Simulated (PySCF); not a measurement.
# Orbital picture of InH

RHF at R = 1.857 Å; In cc-pVTZ-PP with ECP28, H cc-pVTZ; scalar-relativistic core potentials (PySCF 2.14). State: ¹Σ⁺ (singlet), closed shell. Only the outer orbitals are listed, counted within each symmetry, core potentials removing the inner ones.

```json
{"orbital": "1δ", "occ.": "2", "ε (eV)": "-27.66", "on In (%)": "100", "main shells (%)": "100 In d"}
{"orbital": "1δ", "occ.": "2", "ε (eV)": "-27.66", "on In (%)": "100", "main shells (%)": "100 In d"}
{"orbital": "3σ", "occ.": "2", "ε (eV)": "-27.36", "on In (%)": "99", "main shells (%)": "99 In d"}
{"orbital": "2π", "occ.": "2", "ε (eV)": "-27.34", "on In (%)": "100", "main shells (%)": "100 In d"}
{"orbital": "2π", "occ.": "2", "ε (eV)": "-27.34", "on In (%)": "100", "main shells (%)": "100 In d"}
{"orbital": "4σ", "occ.": "2", "ε (eV)": "-12.85", "on In (%)": "63", "main shells (%)": "58 In s, 36 H s"}
{"orbital": "5σ", "occ.": "2", "ε (eV)": "-7.65", "on In (%)": "75", "main shells (%)": "38 In p, 34 In s, 25 H s"}
{"orbital": "3π", "occ.": "0", "ε (eV)": "0.54", "on In (%)": "100", "main shells (%)": "100 In p"}
{"orbital": "3π", "occ.": "0", "ε (eV)": "0.54", "on In (%)": "100", "main shells (%)": "100 In p"}
{"orbital": "6σ", "occ.": "0", "ε (eV)": "3.20", "on In (%)": "107", "main shells (%)": "101 In p, 11 In s"}
```

Which are the highest filled and the lowest empty level, where do they sit, and how wide is the gap?

Highest filled 5σ at -7.65 eV (in %: 38 In p, 34 In s, 25 H s); lowest empty 3π at 0.54 eV (in %: 100 In p); the gap at RHF is 8.19 eV. An empty level above zero is unbound, and its energy depends on the basis.

The bond order (Mayer) is 0.91 and the ⟨S²⟩ is 0.000. The charge on In (Mulliken, basis-dependent) is 0.25, the charge on In (Löwdin, basis-dependent) is 0.27 and the dipole moment (positive dipole means In(−)H(+)) is -0.53 D. The polarisability along the bond is 58.3 bohr³ and the polarisability across the bond is 47.5 bohr³.

Shares are Mulliken populations and can fall outside 0 to 100 %.

Spin–orbit coupling is left out.
